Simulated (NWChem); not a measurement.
Molecule: C3H6FNSi; SMILES C=C=C(F)N[SiH3]

```xyz
12

C      1.8529    -1.7977     0.0022
C      0.6599    -1.2617     0.0391
C     -0.5300    -0.7071     0.0437
F     -1.6461    -1.4697    -0.1110
N     -0.8396     0.6417     0.1554
Si     0.2872     1.9662    -0.0580
H      2.4451    -1.8403    -0.9141
H      2.3200    -2.2352     0.8867
H     -1.7296     0.8090     0.6131
H     -0.5477     3.1912     0.0287
H      1.3484     2.0339     0.9833
H      0.9385     1.8493    -1.3855
```
Atoms are numbered in this order, from 1.

Results from NWChem. Structure relaxed at the B3LYP/6-31G* (spherical d) level. Total energies compare along this basis series because the functional is fixed.

```json
[
 {"level": "PBE/STO-3G", "basis functions": "40", "energy (Ha)": "-554.5085", "highest occupied level (eV)": "-1.85", "orbital gap (eV)": "4.04", "dipole (D)": "1.91", "relative time": "1"},
 {"level": "PBE/def2-SVP", "basis functions": "118", "energy (Ha)": "-561.1942", "highest occupied level (eV)": "-5.02", "orbital gap (eV)": "3.64", "dipole (D)": "1.35", "relative time": "3"},
 {"level": "PBE/def2-SVPD", "basis functions": "175", "energy (Ha)": "-561.2180", "highest occupied level (eV)": "-5.25", "orbital gap (eV)": "3.59", "dipole (D)": "1.45", "relative time": "9"},
 {"level": "PBE/def2-TZVP", "basis functions": "228", "energy (Ha)": "-561.6122", "highest occupied level (eV)": "-5.19", "orbital gap (eV)": "3.58", "dipole (D)": "1.35", "relative time": "20"},
 {"level": "PBE/def2-TZVPP", "basis functions": "281", "energy (Ha)": "-561.6144", "highest occupied level (eV)": "-5.20", "orbital gap (eV)": "3.58", "dipole (D)": "1.35", "relative time": "30"}
]
```

Times are rough ratios from one shared machine.
